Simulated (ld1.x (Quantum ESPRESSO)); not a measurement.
# In (Z = 49): one change to a TM potential, before and after

ld1.x (Quantum ESPRESSO) 7.5 input, shortened:

```
&input
   title='In', zed=49., rel=1, dft='PBE', iswitch=3,
   config='[Kr] 4d10 5s1 5p0 5d-2'
 /
 &inputp
   pseudotype=2, tm=.true., lloc=1,
   nlcc=.true., new_core_ps=.true.
 /
3
5S  1  0   1.00   0.00  1.50  1.50  0.0
5D  3  2  -2.00  -0.05  2.00  2.00  0.0
5P  2  1   0.00   0.00  2.55  2.55  0.0
 &test
   configts(1)='5s1 5p0'
 /
```

All-electron outer shells of the reference configuration (PBE, scalar-relativistic, ld1.x):

```tsv
shell	level (eV)	outermost node (bohr)	outermost maximum (bohr)
5s	-23.67	1.02	2.06
5p	-16.22	1.13	2.45
```

Change: wave 5p (bound): rc 2.55 bohr becomes 5p (bound): rc 1.94 bohr.

Cutoffs: the cutoffs (Ry, on a coarse ladder) from which the occupation-weighted sum of valence levels, in a spherical-Bessel basis at the reference potential, stays within 10 and 1 mRy of its value at 400 Ry; they do not see the model core or the augmentation charge, which bear on the density cutoff. Errors are all-electron minus pseudo energies relative to the spin-unpolarised reference configuration.

Predict the effect on cutoff, ghosts and configuration errors.

The potential gets neither clearly harder nor softer (35 Ry and 110 Ry → 35 Ry and 110 Ry); the bound ghosts move from d to d, s; of the 7 tests that both files solve, the error grows in 4 and shrinks in 1 by more than 15 % and 0.3 meV (median size 97.0 → 117.8 meV).

```tsv
quantity	base	changed
cutoff, loose	35 Ry	35 Ry
cutoff, tight	110 Ry	110 Ry
bound ghosts	d	s, d
error for 5s2 5p1, meV [ΔE -24.60 eV]	-155	-187
error for 5s2 5p0, meV [ΔE -19.23 eV]	-97	-118
error for 5s2 5p0.5, meV [ΔE -22.66 eV]	-132	-160
error for 5s1 5p2, meV [ΔE -18.76 eV]	-70	-75
error for 5s0 5p3, meV [ΔE -12.65 eV]	-38	-27
error for 5s1 5p1, meV [ΔE -12.64 eV]	-30	-34
error for 5s2 5p1.3, meV [ΔE -25.13 eV]	-162	-194
```

 A true bound ghost makes a file unfit for plane-wave use even where its test errors are small: the radial tests pick states by their node count and pass the ghost by.
